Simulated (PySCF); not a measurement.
# Bonding in `CC(C)[Si@H]1N[SiH2]C[SiH2]1`

Compound: C4H15NSi3.
Atom-mapped SMILES: `[CH3:1][CH:2]([CH3:3])[Si@H:4]1[NH:5][SiH2:6][CH2:7][SiH2:8]1` (hydrogens: H9, H10, H11 on C1; H12 on C2; H13, H14, H15 on C3; H16 on Si4; H17 on N5; H18, H19 on Si6; H20, H21 on C7; H22, H23 on Si8)

Cartesian coordinates in Å at the GFN2-xTB level; atoms count from 1:
```
atom  x, y, z in Å
C1    -2.6516   -0.9163    0.7193
C2    -1.7645   -0.3255   -0.3715
C3    -1.6905    1.1922   -0.2309
Si4   -0.0133   -1.1040   -0.3186
N5     1.0017   -0.3796   -1.5392
Si6    2.3219    0.7014   -1.2394
C7     2.6092    0.5855    0.6385
Si8    1.2705   -0.4834    1.4917
H9    -2.2331   -0.7107    1.7034
H10   -3.6538   -0.4898    0.6811
H11   -2.7360   -1.9951    0.6057
H12   -2.2296   -0.5493   -1.3383
H13   -2.6813    1.6398   -0.3096
H14   -1.0596    1.6189   -1.0078
H15   -1.2705    1.4657    0.7358
H16   -0.1557   -2.5271   -0.6896
H17    0.7389   -0.5031   -2.5029
H18    1.9649    2.0719   -1.6432
H19    3.4828    0.2494   -2.0167
H20    3.5953    0.1663    0.8288
H21    2.6300    1.5873    1.0634
H22    1.9192   -1.5870    2.2188
H23    0.6001    0.3195    2.5312
```

Bond orders from the PBE0/pcSseg-1 density (PySCF). One conformer (not necessarily the lowest) at the GFN2-xTB geometry, without solvent, vibrations or thermal averaging. GFN2-xTB frequencies show an imaginary mode (35i cm⁻¹), so this geometry is no minimum at that level.

(1) Where do the orders between heavy atoms depart from those drawn in the SMILES?

(2) Set the Mayer orders of the bonds between heavy atoms beside their lengths.

## Answers

(1) The largest departure is 0.150, at C2–Si4 (drawn single, 0.850). Drawn single, order below 0.88: C2–Si4 (0.850).

(2) 
```tsv
bond	drawn as	length (Å)	Mayer order
C1–C2	single	1.525	1.030
C2–C3	single	1.526	1.031
C2–Si4	single	1.917	0.850
Si4–N5	single	1.745	0.916
N5–Si6	single	1.732	0.974
Si6–C7	single	1.903	0.894
C7–Si8	single	1.914	0.882
Si8–Si4	single	2.305	0.954
```

By pair of heavy elements: C–C: all 2 within 0.02 of one another (1.030 to 1.031). C–Si: lowest C2–Si4 (0.850, 1.917 Å), highest Si6–C7 (0.894, 1.903 Å). N–Si: lowest Si4–N5 (0.916, 1.745 Å), highest N5–Si6 (0.974, 1.732 Å).

And the bonds to hydrogen?

C–H: 0.94 to 0.97 (9 bonds); H–Si: 0.92 to 0.95 (5 bonds); H–N: 0.92 (1 bond).

Sum the orders of all bonds at each heavy atom with more than one neighbour and set the sums beside the valence in the SMILES.

C1 3.922 (drawn 4), C2 3.846 (drawn 4), C3 3.915 (drawn 4), Si4 3.656 (drawn 4), N5 2.813 (drawn 3), Si6 3.715 (drawn 4), C7 3.660 (drawn 4), Si8 3.731 (drawn 4). Orders between atoms that aren't bonded are not in these sums.

Mayer orders depend on the basis set.

The run behind these numbers computed NMR shieldings as well. Time: 97 s wall; peak memory 1.1 GiB. Hardware: an Arm Neoverse N1 with one thread, no GPU, shared host with 64 logical CPUs at a one-minute load of 60.
